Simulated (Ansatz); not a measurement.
Cl4Sn (SMILES [Cl][Sn]([Cl])([Cl])[Cl]), singlet, at a GFN2-xTB geometry (such geometries of metal compounds can be far from the true shape) (core potentials on Sn); CAM-B3LYP/def2-TZVPPD in Ansatz (a first-principles code).

Ansatz was given this input:
Ansatz 0.2 input:
```yaml
crystal:
  periodic: [false, false, false]
  atoms:
    - {symbol: Cl, position_ang: [-1.77479368, -0.88041486, -1.20054786]}
    - {symbol: Sn, position_ang: [0.00000000, -0.00000000, -0.00000000]}
    - {symbol: Cl, position_ang: [-0.36186350, 2.25816284, 0.36890849]}
    - {symbol: Cl, position_ang: [1.96041258, -0.28169286, -1.20156969]}
    - {symbol: Cl, position_ang: [0.17624459, -1.09605512, 2.03320906]}
basis:
  gaussian:
    orbitals: def2-TZVPPD.json
hamiltonian:
  xc: cam_b3lyp
```
The basis file holds def2-TZVPPD in the JSON format of the Basis Set Exchange.

**Question.** What does Ansatz print? Leave out banner, timings and long lists.

**Answer.** 
```
Functional definition: CAM-B3LYP
1800 factors; their error is unknown
403 factors; integrals over basis functions are off by at most 3.3e-5 eV
mean field evaluation 1: about -55927.6317 eV, gradient 2.8e1 eV
mean field evaluation 2: about -55927.2405 eV, gradient 3.4e1 eV
mean field evaluation 4: about -55929.5405 eV, gradient 6.6e-1 eV
mean field evaluation 8: about -55929.7043 eV, gradient 1.3e-1 eV
mean field evaluation 16: about -55929.7043 eV, gradient 2.9e-5 eV
mean field -55929.70429524 eV, -2055.3787223348 hartree, gradient 2.9e-5 eV, S^2 0.000000; 0 other end points of the search recorded, 0 dependent functions left out
reference -55929.70446029 eV, -2055.3787284004 hartree; 45, 45 occupied and 215, 215 virtual orbitals, 1800 factors
Total energy: -55929.70446029 eV, -2055.3787284004 hartree
```
